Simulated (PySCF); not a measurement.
These compounds are isomers of formula C7H7FO.

A. `C=C[C@](C)(F)C#CC=O`
B. SMILES C1=C(C#C)COC[C@@H]1F
C. SMILES FC1=CC(OC)=CC=C1

Spectrum 1. 1H NMR (300 MHz, computed): δ 6.83 (m, 1H), 5.35 (m, 1H), 4.35 (m, 1H), 4.29 (m, 1H), 4.23 (m, 1H), 3.48 (m, 1H), 2.78 (s, 1H). 13C{1H} NMR (computed): δ 145.2 (CH), 129.7 (C), 91.0 (CH), 85.8 (CH), 84.1 (C), 71.6 (CH2), 69.9 (CH2).

Spectrum 2. 1H NMR (300 MHz, computed): δ 9.58 (s, 1H), 6.03 (m, 1H), 6.03 (m, 1H), 5.70 (m, 1H), 1.77 (m, 3H). 13C{1H} NMR (computed): δ 180.2 (CH), 145.1 (CH), 122.1 (CH2), 102.2 (C), 94.0 (C), 90.3 (C), 30.9 (CH3).

Spectrum 3. 1H NMR (300 MHz, computed): δ 7.52 (m, 1H), 7.00 (d, 1H), 6.89 (m, 1H), 6.51 (m, 1H), 3.92 (s, 3H). 13C{1H} NMR (computed): δ 174.0 (C), 168.2 (C), 135.8 (CH), 118.8 (CH), 111.9 (CH), 101.3 (CH), 56.0 (CH3).

[PySCF 2.14: NMR shieldings at PBE0/pcSseg-1/GIAO; coordinates at the GFN2-xTB level; no relativistic terms; in vacuum; averaged over atoms made equivalent by symmetry, fast rotation or ring inversion; one computed conformer]

Shifts are taken against calculated references (same method and geometry level): TMS for 1H and 13C. Splittings of carbon signals by F and P are missing where no couplings were computed. Where no couplings were computed, multiplicities follow the n + 1 count of equivalent neighbours, and m marks all less simple cases (inequivalent or close neighbours, rings, F or P nearby). Shifts are as computed. Against solution values, carbons near 30 ppm lie about +3 ppm off and those near 130 ppm about +5 ppm. Of 1211 compounds with measured shifts, 218 miss one by over three times the rms of a fit or turn the order of signals round; such compounds aren't used in these exercises.

Question: Which spectrum belongs to which compound?

Answer: 1–B, 2–A, 3–C.

- Spectrum 1 (B): 7 13C signals; δC 145.2 is an alkene CH; δC 129.7 is a fully substituted alkene carbon.
- Spectrum 2 (A): 7 13C signals; δC 180.2 is an aldehyde carbonyl carbon; δC 145.1 is an alkene CH.
- Spectrum 3 (C): 7 13C signals; δC 174.0 is an aromatic carbon bearing fluorine; δC 168.2 is an aromatic carbon bearing oxygen.
